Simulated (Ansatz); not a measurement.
C4H9FOSi, SMILES `CC(C)(C)O[Si]F`, 16 atoms. Total charge 0; spin multiplicity 1. All runs use 4 threads of an Arm Neoverse V2 on a shared host. Correlated methods freeze the cores.

Question: How many basis functions does each run have, and how long does it take in Ansatz? RHF-CCSD(T)/def2-SVP energy; RKS ωB97M-V/def2-QZVPP energy; RKS PBE0-D4/def2-SVP energy; RKS BHLYP-D4/def2-TZVPP energy; RKS PBE0-D4/def2-TZVP frequencies; RKS B3LYP-D4/def2-TZVPP energy and forces; RKS PBE0-D4/def2-TZVP relaxation (8 steps); RKS ωB97M-V/def2-SVP energy; direct RPA on PBE orbitals/def2-TZVPP energy; RKS ωB97X-V/def2-TZVPP energy; RKS PBE0-D4/def2-QZVPP energy; RKS r2SCAN-D4/def2-TZVPP energy and forces. (Estimate.)

Answer: Ansatz gave: Other jobs shared the machine, so times are rough.

| level | job | functions | wall time | peak host memory (GiB) |
| --- | --- | --- | --- | --- |
| RKS PBE0-D4/def2-SVP | energy | 147 | 2.1 s | 0.42 |
| RKS BHLYP-D4/def2-TZVPP | energy | 354 | 7 s | 1.3 |
| RKS ωB97M-V/def2-SVP | energy | 147 | 8 s | 0.57 |
| RKS r2SCAN-D4/def2-TZVPP | energy and forces | 354 | 10 s | 0.67 |
| RKS B3LYP-D4/def2-TZVPP | energy and forces | 354 | 12 s | 1.5 |
| direct RPA on PBE orbitals/def2-TZVPP | energy | 354 | 15 s | 1.4 |
| RKS ωB97X-V/def2-TZVPP | energy | 354 | 15 s | 1.6 |
| RKS PBE0-D4/def2-QZVPP | energy | 682 | 21 s | 3.5 |
| RHF-CCSD(T)/def2-SVP | energy | 147 | 33 s | 1.3 |
| RKS ωB97M-V/def2-QZVPP | energy | 682 | 42 s | 4.2 |
| RKS PBE0-D4/def2-TZVP | relaxation (8 steps) | 277 | 65 s | 1 |
| RKS PBE0-D4/def2-TZVP | frequencies | 277 | 8.6 min | 1.1 |

B3LYP here is the variant with VWN-RPA as its local correlation; programs differ in this.
